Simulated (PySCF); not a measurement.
PySCF 2.14 output of an unrestricted PBE calculation on a single atom or ion in aug-cc-pVTZ, with the non-relativistic Hamiltonian (point nucleus):

```
SCF conv_tol = 1e-09
number electrons alpha = 5  beta = 1
    J. P. Perdew, K. Burke, and M. Ernzerhof.,  Phys. Rev. Lett. 77, 3865 (1996)
    J. P. Perdew, K. Burke, and M. Ernzerhof.,  Phys. Rev. Lett. 78, 1396 (1997)
    J. P. Perdew, K. Burke, and M. Ernzerhof.,  Phys. Rev. Lett. 77, 3865 (1996)
    J. P. Perdew, K. Burke, and M. Ernzerhof.,  Phys. Rev. Lett. 78, 1396 (1997)
cycle= 1 E= -71.4050064368836  delta_E= -0.00182  |g|= 0.00607  |ddm|= 0.197
cycle= 2 E= -71.4050095061292  delta_E= -3.07e-06  |g|= 0.000426  |ddm|= 0.0169
cycle= 3 E= -71.4050095586506  delta_E= -5.25e-08  |g|= 4.39e-05  |ddm|= 0.0013
cycle= 4 E= -71.4050095599987  delta_E= -1.35e-09  |g|= 8.73e-06  |ddm|= 0.00027
cycle= 5 E= -71.4050095600216  delta_E= -2.29e-11  |g|= 2.88e-07  |ddm|= 2.2e-05
converged SCF energy = -71.4050095600216  <S^2> = 6.0000052  2S+1 = 5.0000021
```

The run itself started from symmetry-adapted Hartree-Fock orbitals and held the occupation by maximum overlap, on a logarithmic radial grid, so the iterations belong to that start.

Problem. Which element, charge and spin multiplicity is this?

Solution. O²⁺ (oxygen, charge +2), multiplicity 5; the state was [He] 2s1 2p2 3d1, one real determinant (an excited configuration).

⟨L²⟩ = 7.99 against 12 for a pure F term, so this real determinant mixes terms. The outer electron is Rydberg-like, and this basis confines it to a smaller radius and binds it less than a complete one would.
